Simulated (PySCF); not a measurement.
**Heteronuclear NMR**

Geometry:
```
atom   x (Å)   y (Å)   z (Å)
  C1  -1.482  -0.535   1.596
 Si2  -0.828  -0.153  -0.147
  C3  -0.923  -1.618  -1.348
  C4  -1.517   1.473  -0.851
  N5   0.926   0.133   0.063
  N6   1.874  -0.566  -0.524
  C7   3.018  -0.048  -0.116
  C8   2.690   1.003   0.752
  F9   3.517   1.810   1.403
 N10   1.379   1.095   0.846
 H11  -1.000  -1.414   2.015
 H12  -1.290   0.296   2.269
 H13  -2.552  -0.718   1.589
 H14  -1.954  -1.888  -1.556
 H15  -0.425  -2.492  -0.940
 H16  -0.442  -1.383  -2.292
 H17  -1.051   1.720  -1.801
 H18  -2.588   1.414  -1.014
 H19  -1.329   2.297  -0.168
 H20   3.971  -0.416  -0.430
```

[PySCF 2.14.0 with density-fitted response routines: geometry from GFN2-xTB; shielding tensors at PBE0/pcSseg-1 (GIAO); a single conformation; non-relativistic; isolated molecule; one averaged value for each set of equivalent atoms]

(1) Predict the ¹⁹F NMR data.

(2) What are the ²⁹Si shifts?

(3) Where does ¹⁵N resonate?

Results:

(1) 
```tsv
atoms	environment	σ (ppm)	δ (ppm)
F9	aryl fluorine	326.5	-148.6
```

Shieldings were converted by a linear fit to measured shifts: ¹⁹F (scatter 6.0 ppm rms, 7.0 ppm with the 5 outliers that the fit left out vs CFCl3, solution or neat liquid, with a term for F on sp3 carbon). Occasional misses reach two or three times the rms, and more in compound classes unlike the fitted ones.

On a 400 MHz spectrometer ¹⁹F resonates near 376.4 MHz, so 1 ppm is 376.4 Hz.

(2) 
| atoms | environment | σ (ppm) | δ (ppm) |
| --- | --- | --- | --- |
| Si2 | silicon bonded to 3 C, N | 328.3 | 10.1 |

Shieldings were converted by a linear fit to measured shifts: ²⁹Si: δ = 279.94 − 0.822σ (rms 8.9 ppm, 72 shifts, 25.8 ppm with the 6 outliers that the fit left out vs TMS, solution or neat liquid). A few per cent of atoms miss by over 2 rms, more outside the fitted compound classes.

On a 400 MHz spectrometer ²⁹Si resonates near 79.5 MHz, so 1 ppm is 79.5 Hz.

(3) 
```
atoms                         environment  σ (ppm)  δ (ppm)
   N6  pyridine-type nitrogen of an azole   -115.7    -41.5
  N10  pyridine-type nitrogen of an azole    -72.1    -81.6
   N5          pyrrole-type ring nitrogen     -3.2   -145.1
```

Shieldings were converted by a linear fit to measured shifts: ¹⁵N (scatter 6.3 ppm rms vs CH3NO2, solution or neat liquid). A few per cent of atoms miss by over 2 rms, more outside the fitted compound classes.

On a 300 MHz spectrometer ¹⁵N resonates near 30.4 MHz, so 1 ppm is 30.4 Hz.
